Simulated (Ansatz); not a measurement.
Species: sum formula BNHCl2 (charge 0, doublet). It need not be the lowest isomer of its formula. 
Coordinates optimised at B3LYP-D3(BJ)/def2-TZVP (Ansatz, a first-principles code):
```xyz
5

B     -0.3687    -0.0791     0.0496
Cl     0.1698     1.5993     0.0385
Cl     0.7860    -1.3948    -0.1583
N     -1.7338    -0.3646     0.1179
H     -2.2674    -0.5300     0.9640
```
Charge 0, spin multiplicity 2.

Basis-set convergence of Hartree-Fock and CCSD correlation energies (hartree) with Ansatz. Correlated levels leave the core frozen unless marked. Open shells are spin-unrestricted. Spin-orbit coupling is left out. No relativistic terms.

| basis | functions | E(HF) | E(corr, CCSD) |
|---|---|---|---|
| cc-pV(D+d)Z | 79 | -998.80706 | -0.52655 |
| cc-pV(T+d)Z | 152 | -998.85720 | -0.68261 |
| cc-pV(Q+d)Z | 268 | -998.86975 | -0.73478 |

Extrapolating the two largest sets (X = 3 and 4) as X^-3: E(corr) = (64·(-0.73478) - 27·(-0.68261))/37 = -0.7729 Eh, an estimate of the basis-set limit. The largest set recovers 95.1 % of it, the smallest 68.1 %.
